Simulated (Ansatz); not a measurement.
Molecule: CH₈BO₂Si (charge +1, singlet). It need not be the lowest isomer of its formula. 
Structure (B3LYP-D3(BJ)/def2-TZVP (Ansatz, a first-principles code) minimum search):
```
Si
H 1 1.4796
H 1 1.4843 2 109.11
C 1 1.8649 2 113.93 3 128.34
H 4 1.0905 1 111.65 2 177.50
H 4 1.0912 5 108.71 1 123.24
H 4 1.0913 5 108.01 6 116.47
B 1 2.0387 2 104.33 3 -110.51
O 8 1.3206 1 137.29 2 -83.40
H 9 0.9649 8 119.31 1 -0.35
O 8 1.5095 9 106.17 10 -179.54
H 11 0.9711 8 123.22 9 -176.22
H 11 0.9769 12 115.03 8 -176.65
```
Charge +1, spin multiplicity 1.

Basis-set convergence of Hartree-Fock and CCSD(T) correlation energies (hartree) with Ansatz. Cores are frozen in the correlated levels unless marked. No spin-orbit coupling. Non-relativistic.

```
basis        functions       E(HF)  E(corr, CCSD(T))
-----------  ---------  ----------  ----------------
cc-pV(D+d)Z        119  -505.72155          -0.77454
cc-pV(T+d)Z        271  -505.80764          -0.95440
cc-pV(Q+d)Z        524  -505.82720          -1.01274
```

Extrapolating the two largest sets (X = 3 and 4) as X^-3: E(corr) = (64·(-1.01274) - 27·(-0.95440))/37 = -1.0553 Eh, an estimate of the basis-set limit. The largest set recovers 96.0 % of it, the smallest 73.4 %.
